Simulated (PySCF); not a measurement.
CH₅FMoN₂S, multiplicity 1. Atoms are numbered in the order given.

```xyz
11

Mo    -0.1829     0.1818     0.1872
N     -0.5523    -0.7993    -1.1781
C     -0.2733    -1.5982    -2.3235
H      0.8117    -1.7910    -2.4109
H     -0.7983    -2.5665    -2.2457
H     -0.6232    -1.0947    -3.2413
S      1.9381     0.1881     0.4367
F     -0.8612     1.9096    -0.0758
N     -1.0160    -0.7247     1.6709
H     -1.6567    -1.5105     1.5903
H     -0.6916    -0.6117     2.6304
```

The structure is a stationary point at B3LYP-D3(BJ)/def2-SVP. The spin state was assumed, not searched. The def2 effective core potentials stand for the cores of Mo; spin–orbit coupling is left out. Other conformers were not sampled.

These are CAM-B3LYP/def2-TZVP in PySCF values and carry that method's errors.

ESP charges are fitted to the potential on shells at 1.4 to 2.0 van der Waals radii. Atomic charges (e):

```json
[
 {"atom": "Mo1", "ESP fit": "0.94", "Löwdin": "0.38", "Mulliken": "1.53"},
 {"atom": "N2", "ESP fit": "-0.22", "Löwdin": "-0.15", "Mulliken": "[?]"},
 {"atom": "C3", "ESP fit": "-0.44", "Löwdin": "-0.35", "Mulliken": "-0.26"},
 {"atom": "H4", "ESP fit": "0.16", "Löwdin": "0.13", "Mulliken": "0.15"},
 {"atom": "H5", "ESP fit": "0.19", "Löwdin": "0.13", "Mulliken": "0.14"},
 {"atom": "H6", "ESP fit": "0.20", "Löwdin": "0.13", "Mulliken": "0.15"},
 {"atom": "S7", "ESP fit": "-0.33", "Löwdin": "0.05", "Mulliken": "[?]"},
 {"atom": "F8", "ESP fit": "-0.33", "Löwdin": "-0.29", "Mulliken": "-0.49"},
 {"atom": "N9", "ESP fit": "-0.91", "Löwdin": "-0.35", "Mulliken": "[?]"},
 {"atom": "H10", "ESP fit": "0.37", "Löwdin": "0.16", "Mulliken": "[?]"},
 {"atom": "H11", "ESP fit": "0.38", "Löwdin": "0.16", "Mulliken": "[?]"}
]
```

Task: Fill in the missing entries. (An estimate is asked for; the answer gives what the named calculation found.)

Result: 
- N2, Mulliken: -0.51
- S7, Mulliken: -0.44
- N9, Mulliken: -0.79
- H10, Mulliken: 0.26
- H11, Mulliken: 0.26
